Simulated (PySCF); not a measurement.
## Neon: a sound run and one with changed settings

Sound run: Ne⁺ [He] 2s2 2p5, Ne²⁺ [He] 2s2 2p4. Computed with PySCF 2.14 in cc-pVDZ-DK (3s2p1d, 14 functions), with the spin-free X2C one-electron Hamiltonian (Gaussian nucleus). The sound run starts from symmetry-adapted Hartree-Fock orbitals and uses a fine grid where one is needed.

Changed run: radial step 0.5 in ln r (0.13 in the sound run). This setting is unsound on purpose.

| species | method | sound run (hartree) | changed run (hartree) | converged |
| --- | --- | --- | --- | --- |
| Ne⁺ | UHF | -127.90320 | -127.90320 | yes |
| Ne⁺ | BP86 | -128.25815 | -128.25511 | yes |
| Ne⁺ | LDA | -127.49378 | -127.48883 | yes |
| Ne²⁺ | UHF | -126.45544 | -126.45544 | yes |
| Ne²⁺ | BP86 | -126.73735 | -126.73266 | yes |
| Ne²⁺ | LDA | -125.96716 | -125.95997 | yes |

Ionisation energy of Ne⁺:

```tsv
method	sound run (eV)	changed run (eV)
UHF	39.395	39.395
BP86	41.383	41.428
LDA	41.542	41.603
```

A coarse radial grid mis-integrates the density and the exchange-correlation energy, with errors of either sign; Hartree-Fock needs no grid.

For comparison, NIST gives 40.963 eV between the lowest levels.
